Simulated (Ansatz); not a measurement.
Start from `F[CH2][Zn][F]` and change one atom or group to get `[F][Zn][CH2][SiH3]`.

Ansatz, PBE0-D4/def2-TZVP geometries, multiplicity 1. Each molecule was computed in one conformer, which needn't be the lowest.

Scalar relativity is left out up to krypton.

| property | `F[CH2][Zn][F]` |
| --- | --- |
| HOMO energy (ωB97M-V/def2-TZVPP) / eV | -10.68 |
| size of the dipole moment (PBE/def2-TZVPP) / D | 2.47 |
| LUMO energy (ωB97M-V/def2-TZVPP) / eV | 0.72 |
| HOMO–LUMO gap (ωB97M-V/def2-TZVPP) / eV | 11.39 |
| size of the dipole moment (B3LYP/def2-TZVPP) / D | 2.56 |
| LUMO energy (PBE/def2-TZVPP) / eV | -1.65 |

What does the change do to each property? (An estimate is asked.)

The calculation gave: 
| property | `[F][Zn][CH2][SiH3]` | shift |
| --- | --- | --- |
| HOMO energy (ωB97M-V/def2-TZVPP) / eV | -10.75 | -0.07 |
| size of the dipole moment (PBE/def2-TZVPP) / D | 2.51 | 0.04 |
| LUMO energy (ωB97M-V/def2-TZVPP) / eV | 0.75 | 0.03 |
| HOMO–LUMO gap (ωB97M-V/def2-TZVPP) / eV | 11.50 | 0.11 |
| size of the dipole moment (B3LYP/def2-TZVPP) / D | 2.63 | 0.07 |
| LUMO energy (PBE/def2-TZVPP) / eV | -1.65 | 0.00 |

Dipoles are sizes alone; their direction can turn.

B3LYP here is the variant with VWN-RPA as its local correlation; programs differ in this.
